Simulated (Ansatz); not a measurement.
Calculated with Ansatz (gas phase, PBE0-D4/def2-TZVP geometries, no zero-point term in ΔE). CCSD(T)/CBS is the MP2 limit (def2-TZVPP, def2-QZVPP) plus CCSD(T) − MP2 in def2-TZVPP, frozen cores. DFT in def2-TZVPP. B3LYP here is the variant with VWN-RPA as its local correlation; programs differ in this. For Ge outer-core shells are correlated without core-valence functions, which leaves a few kJ/mol of doubt a bond. Scalar relativity is left out up to krypton. Each species was taken in one conformer, which may not be the lowest.

Reaction (formal exchange of groups at a Ge–C bond): `F[CH]([GeH3])CCl` + `COC(=N)O` → `N=[C](O)[GeH3]` + `COC(F)CCl`

| level | ΔE (kJ/mol) | difference from CCSD(T)/CBS |
| --- | --- | --- |
| PBE-D4 | 2.9 | 4.1 |
| r2SCAN-D4 | 5.1 | 6.3 |
| PBE0-D4 | 5.7 | 6.9 |
| B3LYP-D4 | 0.6 | 1.8 |
| ωB97X-V | 0.6 | 1.8 |
| ωB97M-V | 0.6 | 1.8 |
| B2PLYP | -1.4 | -0.2 |
| PBE | 2.2 | 3.4 |
| r2SCAN | 5.1 | 6.3 |
| PBE0 | 5.1 | 6.3 |
| CCSD/def2-TZVPP | -1.8 | -0.6 |
| HF/def2-QZVPP | 0.3 | 1.5 |
| SCS-MP2/def2-QZVPP | -2.0 | -0.8 |
| HF/CBS(def2) | 0.3 | 1.5 |
| MP2/CBS(def2) | 1.5 | 2.7 |
| CCSD/CBS(def2) | -0.4 | 0.8 |
| CCSD(T)/CBS | -1.2 | 0 |

Largest T1 diagnostic among the species: 0.014.
